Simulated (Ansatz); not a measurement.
Counterpoise correction, worked out

The pair of F⁻ (SMILES [F-], atom 1) and AlF3 (SMILES F[Al](F)F, atoms 2–5), both closed shells, in one local arrangement (a lower one may exist), relaxed at PBE0-D4/def2-TZVPD:

F1  (0.316, -0.223, -1.644)
F2  (1.183, 1.003, 0.670)
Al3  (0.000, 0.000, 0.000)
F4  (-1.518, 0.716, 0.190)
F5  (0.019, -1.495, 0.785)
(Å)

Ansatz 0.2.0; basis: def2-TZVPPD; cores frozen in the correlated methods.

CCSD(T) total energies in eV:

| system | geometry | basis functions | energy |
| --- | --- | --- | --- |
| pair | pair | all | -17453.38858 |
| F⁻ | as in the pair | all (partner as ghosts) | -2714.30820 |
| AlF3 | as in the pair | all (partner as ghosts) | -14733.14349 |
| F⁻ | as in the pair | its own | -2714.25079 |
| AlF3 | as in the pair | its own | -14733.11411 |
| F⁻ | free (PBE0-D4 minimum) | its own | -2714.25079 |
| AlF3 | free (PBE0-D4 minimum) | its own | -14734.18181 |

(1) Work out the interaction energy with and without the counterpoise correction, the superposition error, and the binding energy from the relaxed fragments.

The T1 diagnostic stays at or below 0.026.

Results:

(1) Without correction: -17453.38858 − (-2714.25079) − (-14733.11411) = -6.02368 eV.
With correction (each fragment in the whole basis): -17453.38858 − (-2714.30820) − (-14733.14349) = -5.93689 eV = -136.91 kcal/mol.
The superposition error is the difference, 0.08679 eV, 1 % of the uncorrected value: each fragment borrows its partner's functions.
Deformation from the free shapes: 0.00000 eV for F⁻ and 1.06770 eV for AlF3.
Binding energy from relaxed fragments: -5.93689 + 0.00000 + 1.06770 = -4.86919 eV = -112.29 kcal/mol (electronic, without zero-point energy; negative means bound). The deformation is large: the pair is on the way to a chemical bond or a shared proton. For comparison, the corrected interaction energy by CCSD(T) at an estimated basis limit (MP2 extrapolated from triple and quadruple zeta, plus CCSD(T) − MP2 in triple zeta) is -6.051 eV; triple zeta with the correction binds less.

For scale, one of the runs: CCSD(T)/def2-TZVPPD, 208 basis functions, launched by `ansatz run in.yaml --threads 4 --pin off --events-out ev --progress --plain --max-ram 9574MiB`. The run took 12 s on 4 CPU threads of an Intel Xeon Platinum 8259CL (shared host), with 1.6 GiB of host memory at its peak.
